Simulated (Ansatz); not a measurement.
`N#[C][GeH]([C]#N)[C]#N`, 8 atoms. Charge 0, multiplicity 1. Correlated methods include outer-core shells of Ge, which these sets cover unevenly. Scalar relativity is left out up to krypton. All runs use 4 threads of an Arm Neoverse V2 on a shared host. Correlated methods freeze the cores.

(1) How many basis functions does each run have, and how long does it take in Ansatz? RKS CAM-B3LYP-D4/def2-TZVPP energy; RKS ωB97M-V/def2-QZVPP energy; RHF-CCSD(T)/def2-SVP energy; RKS PBE0-D4/def2-SVP energy; direct RPA on PBE orbitals/def2-TZVPP energy; RKS PBE0-D4/def2-QZVPP energy; RHF-CCSD(T)/def2-TZVPP energy; RKS B97M-V/def2-TZVPP energy; RKS PBE0-D4/def2-TZVP relaxation (4 steps); RHF-MP2/def2-QZVPP energy; RKS B3LYP-D4/def2-TZVPP energy and forces; RKS r2SCAN0-D4/def2-TZVPP energy. (An estimate is asked.)

## Answers

(1) Ansatz gave: Other jobs shared the machine, so times are rough.

```json
{"level": "RKS PBE0-D4/def2-SVP", "job": "energy", "functions": "121", "wall time": "1.4 s", "peak host memory (GiB)": "0.28"}
{"level": "RKS CAM-B3LYP-D4/def2-TZVPP", "job": "energy", "functions": "248", "wall time": "3.6 s", "peak host memory (GiB)": "0.78"}
{"level": "RKS B3LYP-D4/def2-TZVPP", "job": "energy and forces", "functions": "248", "wall time": "4.7 s", "peak host memory (GiB)": "0.74"}
{"level": "RKS r2SCAN0-D4/def2-TZVPP", "job": "energy", "functions": "248", "wall time": "4.9 s", "peak host memory (GiB)": "0.72"}
{"level": "direct RPA on PBE orbitals/def2-TZVPP", "job": "energy", "functions": "248", "wall time": "6 s", "peak host memory (GiB)": "0.59"}
{"level": "RKS B97M-V/def2-TZVPP", "job": "energy", "functions": "248", "wall time": "7.5 s", "peak host memory (GiB)": "0.41"}
{"level": "RKS PBE0-D4/def2-QZVPP", "job": "energy", "functions": "461", "wall time": "9 s", "peak host memory (GiB)": "1.8"}
{"level": "RHF-CCSD(T)/def2-SVP", "job": "energy", "functions": "121", "wall time": "13 s", "peak host memory (GiB)": "0.74"}
{"level": "RKS ωB97M-V/def2-QZVPP", "job": "energy", "functions": "461", "wall time": "20 s", "peak host memory (GiB)": "2.1"}
{"level": "RKS PBE0-D4/def2-TZVP", "job": "relaxation (4 steps)", "functions": "240", "wall time": "22 s", "peak host memory (GiB)": "0.72"}
{"level": "RHF-MP2/def2-QZVPP", "job": "energy", "functions": "461", "wall time": "25 s", "peak host memory (GiB)": "2.7"}
{"level": "RHF-CCSD(T)/def2-TZVPP", "job": "energy", "functions": "248", "wall time": "4.4 min", "peak host memory (GiB)": "5.6"}
```

B3LYP here is the variant with VWN-RPA as its local correlation; programs differ in this.
